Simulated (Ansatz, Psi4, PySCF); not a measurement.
Molecule: difluoro(fluorosilyl)silane, Si2H3F3, net charge 0, singlet state. SMILES: F[SiH2][SiH](F)F
Geometry: optimised at B3LYP-D3(BJ)/def2-TZVP (Ansatz, a first-principles code).

HF/6-31G* beside other levels, property by property. Conventions: dispersion terms only where a functional's name holds one; six Cartesian d functions in 6-31G* and its kin unless marked 5d; each state is the SCF solution reached for its charge and spin; frozen cores in correlated levels; atomisation electronic, to ground-state atoms; UHF or UKS for open shells; spin-orbit terms left out; non-relativistic. Basis-set limits of correlation are two-point, X^-3; Hartree-Fock from the larger set. The bracket is a focal-point correction in the basis named. First-principles rows: single points at B3LYP-D3(BJ) geometries (Ansatz), with unscaled harmonic terms from B3LYP/6-31G* (Ansatz) at its own minima, enthalpies of formation by atomisation with measured atoms. Levels can end on unlike triplets.

Coupled cluster (Ansatz) is a level with limits of its own, used here on species with T1 under 0.025 (0.045 for open shells) and stable references: (a) RI-MP2/CBS(aug-cc-pV(T+d)Z,aug-cc-pV(Q+d)Z)+[CCSD(T)-MP2]/aug-cc-pV(T+d)Z; (b) CCSD(T)/CBS(aug-cc-pV(T+d)Z,aug-cc-pV(Q+d)Z).

| property | HF/6-31G* (Ansatz) | PBE/6-31G* (Ansatz) | M06-2X/6-31G* (5d) (PySCF) | wB97X-D/6-31G* (Psi4) | to compare with |
|---|---|---|---|---|---|
| vertical triplet-singlet gap, E(triplet) - E(singlet) (eV) | 6.25 | 5.01 | 5.89 | 5.81 | 5.60 coupled cluster (a) |
| F-Si bond dissociation enthalpy at 298 K, to F[SiH][SiH2]F + F atom (kcal/mol) | 115.6 | 152.9 | 152.3 | 151.2 | 157.0 coupled cluster (b) |
| atomisation energy (kcal/mol) | 517.2 | 696.5 | 692.5 | 689.7 | 711.9 coupled cluster (b) |
| vertical ionisation energy to the doublet (eV) | 10.77 | 10.25 | 10.99 | 10.88 | 11.30 coupled cluster (a) |
| enthalpy of formation at 298 K (kcal/mol) | -74.1 | -253.4 | -249.3 | -246.6 | -268.8 coupled cluster (b) |

As the rows show:
- vertical triplet-singlet gap, E(triplet) - E(singlet): HF/6-31G* lies 0.65 eV above coupled cluster.
- F-Si bond dissociation enthalpy at 298 K, to F[SiH][SiH2]F + F atom: HF/6-31G* lies 41.4 kcal/mol below coupled cluster.
- atomisation energy: HF/6-31G* lies 194.7 kcal/mol below coupled cluster.
- vertical ionisation energy to the doublet: HF/6-31G* lies 0.53 eV below coupled cluster.
- enthalpy of formation at 298 K: HF/6-31G* lies 194.7 kcal/mol above coupled cluster.

The properties are those with a value to compare with, at most eight drawn at random. No case is left out for the size of its miss. Left out are saddle points of the reference geometry, anions that the best level run finds unbound, excited spin states, species near biochemistry, 298 K rows of species without real B3LYP wavenumbers, cases with under five habitual levels, runs that failed or that the program found above a lower state of the same kind, table entries that another table contradicts, and a share of species set aside by lot.
